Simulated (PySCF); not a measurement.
Dipole response of Ar (argon, neutral)

[Ar], closed-shell 1S. Computed with PySCF 2.14 in aug-cc-pwCVDZ, with no relativity, point nucleus. Coupled (time-dependent) response in atomic units; α is the mean over directions. A double-zeta set is small for polarisabilities.

| method | mean α (bohr³) | C₆ (like pair) | S(−4) |
| --- | --- | --- | --- |
| UHF | 9.677 | 56.19 | 18.24 |
| PBE | 10.37 | 60.94 | 23.65 |
| PBE0 | 10.10 | 59.13 | 21.34 |
| M06-L | 10.08 | 59.96 | 20.68 |
| r2SCAN0 | 9.961 | 59.31 | 19.31 |

S(−4) is the Cauchy moment in α(ω) = α(0) + S(−4) ω² + …

Reference α: 11.083 ± 0.007 bohr³ (recommended; Schwerdtfeger and Nagle, table of static dipole polarizabilities (2023 update)). Published C₆: 64.20 (Chu and Dalgarno (2004); Tang, Norbeck and Certain (1976)).

α(iu) at r2SCAN0:

```json
{"u (hartree)": "0", "α(iu) (bohr³)": "9.961"}
{"u (hartree)": "0.0500", "α(iu) (bohr³)": "9.913"}
{"u (hartree)": "0.100", "α(iu) (bohr³)": "9.773"}
{"u (hartree)": "0.200", "α(iu) (bohr³)": "9.266"}
{"u (hartree)": "0.300", "α(iu) (bohr³)": "8.562"}
{"u (hartree)": "0.500", "α(iu) (bohr³)": "6.992"}
{"u (hartree)": "0.750", "α(iu) (bohr³)": "5.255"}
{"u (hartree)": "1.00", "α(iu) (bohr³)": "3.946"}
{"u (hartree)": "1.50", "α(iu) (bohr³)": "2.342"}
{"u (hartree)": "2.00", "α(iu) (bohr³)": "1.511"}
{"u (hartree)": "3.00", "α(iu) (bohr³)": "0.7696"}
{"u (hartree)": "5.00", "α(iu) (bohr³)": "0.3196"}
```
